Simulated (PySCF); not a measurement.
Excitation energy of Mo by level of theory

Mo [Kr] 4d5 5s1 (7S) → Mo [Kr] 4d6 (5D), as a difference of total energies. All numbers are calculated (PySCF 2.14, the spin-free X2C one-electron Hamiltonian (Gaussian nucleus), in x2c-QZVPPall (13s8p7d3f2g, 111 functions)). The calculations carry no spin-orbit coupling.

| method | excitation energy (eV) |
| --- | --- |
| LDA | 2.974 |
| PBE | 3.005 |
| r2SCAN | 3.481 |
| PW91 | 3.009 |

Q: Estimate what BLYP gives.

A: 2.616 eV, closest to LDA among the rows shown.

Q: Estimate what PBE0 gives.

A: 3.178 eV, closest to PW91 among the rows shown.
